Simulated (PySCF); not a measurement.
## Ge: ionisation energy

Ge [Ar] 3d10 4s2 4p2 (3P) → Ge⁺ [Ar] 3d10 4s2 4p1 (2P), as a difference of total energies. Computed with PySCF 2.14 in cc-pVDZ-PP with ECP10MDF (4s3p2d, 23 functions), with scalar relativity through the core potential. Correlated levels: valence: 3s2 3p6 3d10 frozen. The calculations carry no spin-orbit coupling.

| method | ionisation energy (eV) |
| --- | --- |
| UHF | 7.408 |
| M06-L | 7.616 |
| r2SCAN | 8.018 |
| MP2 (valence) | 7.658 |
| SCS-MP2 (valence) | 7.594 |
| CCSD (valence) | 7.680 |
| CCSD(T) (valence) | 7.687 |

Errors of the correlated levels include the incompleteness of this basis and the frozen core.

Problem. Which method comes closest to the reference value, and which is furthest?

Solution. The reference is 7.925 eV (measured; NIST levels, between the centres of gravity of the two terms). Closest: r2SCAN (error 0.093 eV); furthest: UHF (error -0.517 eV).
